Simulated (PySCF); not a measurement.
Excitation energy of Hf by level of theory

Hf [Xe] 4f14 5d2 6s2 (3F) → Hf [Xe] 4f14 5d1 6s2 6p1 (high-spin determinant), as a difference of total energies. Calculation: PySCF 2.14, in def2-QZVPPD with the def2 core potential (60 electrons) (7s6p4d3f2g, 84 functions); scalar relativity through the core potential. Correlated levels: valence: 5s2 5p6 frozen; valence and next inner shell: nothing frozen outside the core potential. The calculations carry no spin-orbit coupling.

| method | excitation energy (cm⁻¹) |
| --- | --- |
| UHF | 13471 |
| LDA | 18481 |
| PBE | 18261 |
| PBE0 | 17538 |
| r2SCAN | 19486 |
| CAM-B3LYP | 17009 |
| r2SCANh | 19140 |
| B2PLYP | 16969 |
| PW91 | 18466 |
| MP2 (valence) | 15234 |
| SCS-MP2 (valence) | 14662 |
| MP2 (valence and next inner shell) | 16441 |
| SCS-MP2 (valence and next inner shell) | 15848 |

The determinant of the upper state mixes LS terms, which raises its energy above the lowest term, most at the Hartree-Fock and MP2 levels.
